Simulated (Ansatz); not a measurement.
A run for Ansatz (a first-principles code): R-wB97X-V/def2-TZVPP on C2H6Se (SMILES CC[SeH]), a point of a torsion scan.

Ansatz 0.2 input:
```yaml
crystal:
  periodic: [false, false, false]
  atoms:
    - {symbol: C, position_ang: [-0.83909142, 0.54197759, 0.08927790]}
    - {symbol: C, position_ang: [0.05662748, -0.68131675, -0.08422397]}
    - {symbol: Se, position_ang: [1.81921676, -0.28320638, -0.89342620]}
    - {symbol: H, position_ang: [-1.76470701, 0.42212516, -0.46822087]}
    - {symbol: H, position_ang: [-0.35025909, 1.44797931, -0.26267347]}
    - {symbol: H, position_ang: [-1.09100825, 0.68954265, 1.13633147]}
    - {symbol: H, position_ang: [0.31130771, -1.13692425, 0.87352189]}
    - {symbol: H, position_ang: [-0.40398855, -1.44403269, -0.71188015]}
    - {symbol: H, position_ang: [1.27958699, 0.19215167, -2.14946055]}
basis:
  gaussian:
    orbitals: def2-TZVPP
hamiltonian:
  xc: {name: wB97X-V}
scf: {lower_state_search: off}
```

It printed:

```
WARN ansatz: RAYON_NUM_THREADS=1 ignored (pool sized by the plan → 1); use --threads N
Functional definition: wB97X-V
these checks for a lower state are left out or cut short: stability, starts, cluster_reference, orbital_swaps, neighbouring_geometries, increment
integrals: 0.13 GiB planned
1123 factors; their error is unknown
integrals: 0.17 GiB planned
264 factors; integrals over basis functions are off by at most 8.1e-6 eV
mean field: 1.21 GiB planned
mean field evaluation 1: about -67512.6467 eV, gradient 3.5e1 eV
mean field evaluation 2: about -67513.7801 eV, gradient 2.7e1 eV
mean field evaluation 4: about -67515.4084 eV, gradient 1.3e0 eV
mean field evaluation 8: about -67515.6700 eV, gradient 5.7e-1 eV
mean field evaluation 16: about -67515.6704 eV, gradient 1.4e-5 eV
mean field -67515.67039873 eV, -2481.1551233883 hartree, gradient 3.9e-6 eV, S^2 0.000000; 0 other end points of the search recorded, 0 dependent functions left out
reference -67515.67039697 eV, -2481.1551233234 hartree; 26, 26 occupied and 168, 168 virtual orbitals, 1123 factors
Total energy: -67515.67039697 eV, -2481.1551233234 hartree
Checks for a lower state left out: stability, starts, cluster_reference, orbital_swaps, neighbouring_geometries, increment
```

The run converged.

Cost: roughly 6 core-seconds.
